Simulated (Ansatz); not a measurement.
Consider the decarboxylation: `CC(=O)OBCl` → `CBCl` + `O=C=O`.

Isolated molecules relaxed with PBE0-D4/def2-TZVP in Ansatz; ΔE leaves out vibrations. CCSD(T)/CBS adds triple-zeta CCSD(T) − MP2 to the extrapolated MP2 energy (def2 sets, frozen cores). This one scheme is used for every species. DFT in def2-TZVPP. Each species was taken in one conformer, which may not be the lowest.

`CC(=O)OBCl`:

Z-matrix (Å, degrees):
```
C
C 1 1.491
H 1 1.092 2 109.3
H 1 1.087 2 109.9 3 -121.3
H 1 1.092 2 109.7 3 117.1
O 2 1.190 1 126.8 3 120.3
O 2 1.380 1 110.6 3 -57.9
B 7 1.361 2 122.1 1 -158.6
Cl 8 1.745 7 116.7 2 -172.6
H 8 1.186 7 123.0 2 9.5
```

`CBCl`:

Z-matrix (Å, degrees):
```
C
B 1 1.548
H 1 1.097 2 109.5
H 1 1.090 2 114.9 3 123.3
H 1 1.097 2 108.9 3 -114.1
Cl 2 1.750 1 121.7 3 -125.1
H 2 1.194 1 122.7 3 55.2
```

`O=C=O`:

Z-matrix (Å, degrees):
```
C
O 1 1.157
O 1 1.157 2 180.0
```

```
     species  PBE0 energy (Eh)
`CC(=O)OBCl`        -713.88984
      `CBCl`        -525.39752
     `O=C=O`        -188.46656
```

Q: Work out ΔE.

A: ΔE = (-525.39752) + (-188.46656) − (-713.88984) = 0.02576 Eh = +16.2 kcal/mol. CCSD(T)/CBS gives +17.5 kcal/mol.

Largest T1 diagnostic among the species: 0.018.

The D4 term adds +2.6 kcal/mol with B3LYP and +1.4 kcal/mol with PBE0; it sums over pairs of atoms, weighted by their polarisabilities, and B3LYP, whose exchange is more repulsive, gets the larger term. From PBE to PBE0 (25 % exact exchange), in def2-TZVPP and without D4, ΔE moves by +3.3 kcal/mol.

B3LYP here is the variant with VWN-RPA as its local correlation; programs differ in this.
